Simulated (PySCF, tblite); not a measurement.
Species: C6H10FN3.
Z-matrix (Å and degrees, GFN2-xTB geometry), rows numbered from 1:
```
C 
C   1  1.4815
C   2  1.3850  1  131.48
F   3  1.3305  2  126.89  1     0.01
N   3  1.3360  2  109.95  1   179.99
N   5  1.2816  3  107.90  2     0.00
N   6  1.3272  5  109.41  3    -0.01
C   7  1.4471  2  129.04  1     0.02
C   8  1.5263  7  109.02  2  -119.13
C   8  1.5264  7  109.02  2   119.07
H   1  1.0901  2  110.89  3   119.57
H   1  1.0871  2  108.99  3    -0.05
H   1  1.0901  2  110.90  3  -119.69
H   8  1.0950  7  107.29  2    -0.05
H   9  1.0877  8  110.68  7    60.00
H   9  1.0865  8  109.41  7   -59.69
H   9  1.0862  8  110.05  7  -179.70
H  10  1.0866  8  109.39  7    59.68
H  10  1.0877  8  110.68  7   -60.03
H  10  1.0862  8  110.06  7   179.70
```

Computed with PBE0/pcSseg-1 in PySCF (dipole) on a GFN2-xTB geometry, gas phase.

Masses are those of the commonest isotopes; rigid-rotor values at the optimised geometry. The values belong to one conformer with, in the numbering `[CH3:1][c:2]1[c:3]([F:4])[n:5][n:6][n:7]1[CH:8]([CH3:9])[CH3:10]`, N6–N7–C8–C9 61°.

Question: Give the principal moments of inertia and the rotational constants in cm⁻¹.

Answer: Ia = 202.87, Ib = 536.58, Ic = 628.19 u·Å²; 505379 MHz·u·Å²/I gives 2491, 941.8 and 804.5 MHz, that is A = 0.08310, B = 0.03142, C = 0.02684 cm⁻¹.

Question: What kind of rotor is it?

Answer: An asymmetric top; Ray's κ = -0.837.

Question: What does the inertial defect say?

Answer: Not planar: Δ = Ic − Ia − Ib = -111.26 u·Å². For a rigid frame Δ = −2 Σ m c², so Σ m c² = 55.63 u·Å² lies off the ab plane: 17.47 from hydrogen and 38.16 from heavier atoms. The atom farthest from that plane is 2.15 Å away.

Question: Give the other two planar moments, Paa and Pbb, and the rms extents of the mass along the axes.

Answer: Paa = Σ m a² = (Ib + Ic − Ia)/2 = 480.95 and Pbb = Σ m b² = (Ia + Ic − Ib)/2 = 147.24 u·Å². With the mass M = 143.09 u, the rms extents √(P/M) along a, b and c are 1.83, 1.01, 0.62 Å.

Question: Give the coordinates in the principal-axis frame, origin at the centre of mass.

Answer: The sense of each axis is arbitrary; atoms in the order of the calculation.
```
atom  mass (u)   a (Å)   b (Å)   c (Å)
  C1    12.000   0.749  -2.180   0.000
  C2    12.000   0.664  -0.701   0.000
  C3    12.000   1.647   0.274   0.000
  F4    18.998   2.964   0.081   0.000
  N5    14.003   1.087   1.487   0.000
  N6    14.003  -0.186   1.333   0.000
  N7    14.003  -0.473   0.037   0.000
  C8    12.000  -1.850  -0.409   0.000
  C9    12.000  -2.539   0.105  -1.261
 C10    12.000  -2.539   0.104   1.261
 H11     1.008   0.269  -2.598   0.885
 H12     1.008   1.795  -2.475  -0.001
 H13     1.008   0.267  -2.597  -0.885
 H14     1.008  -1.837  -1.504  -0.001
 H15     1.008  -2.043  -0.272  -2.152
 H16     1.008  -2.501   1.191  -1.276
 H17     1.008  -3.577  -0.216  -1.275
 H18     1.008  -2.500   1.190   1.277
 H19     1.008  -2.043  -0.275   2.152
 H20     1.008  -3.577  -0.217   1.276
```

Question: Which lines would a microwave search look for?

Answer: The dipole components are |μa| = 3.27 D, |μb| = 4.53 D, |μc| = 0.00 D; the mirror of this Cs structure is the ab plane, so μc vanishes by symmetry and there are no c-type lines. Intensities carry the squares of the components, which stand as 0.52 : 1.00 (a : b). Some lines, for components of 0.1 D or more:

```
type  branch         J(Ka,Kc)   MHz  lower level (cm⁻¹)
   a       Q  2(1,1) ← 2(1,2)   412               0.222
   b       Q  1(1,0) ← 1(0,1)  1687               0.058
   a       R  1(0,1) ← 0(0,0)  1746               0.000
   b       Q  2(1,1) ← 2(0,2)  1833               0.174
   b       R  2(0,2) ← 1(1,1)  1935               0.110
   b       R  1(1,1) ← 0(0,0)  3296               0.000
   a       R  2(1,2) ← 1(1,1)  3355               0.110
   a       R  2(0,2) ← 1(0,1)  3484               0.058
   a       R  2(1,1) ← 1(1,0)  3630               0.115
   b       Q  2(2,0) ← 2(1,1)  4657               0.236
   b       R  2(1,2) ← 1(0,1)  4905               0.058
   b       Q  2(2,1) ← 2(1,2)  5060               0.222
   b       R  2(2,1) ← 1(1,0)  8278               0.115
   b       R  2(2,0) ← 1(1,1)  8424               0.110
```

Its lowest GFN2-xTB frequency is 11 cm⁻¹, too small to tell a flat minimum from a shallow saddle. Constants of a rigid frame at the computed geometry: no zero-point averaging, no centrifugal distortion. A rigid rotor knows nothing of internal rotation, which can split or shift real lines. Quadrupole hyperfine structure (14N) is left out.

Cost: about 1.8 min of CPU time on one thread; the machine was shared, so the figure is rough. This is the PBE0/pcSseg-1 job that gave the dipole, with the shieldings it also computed.
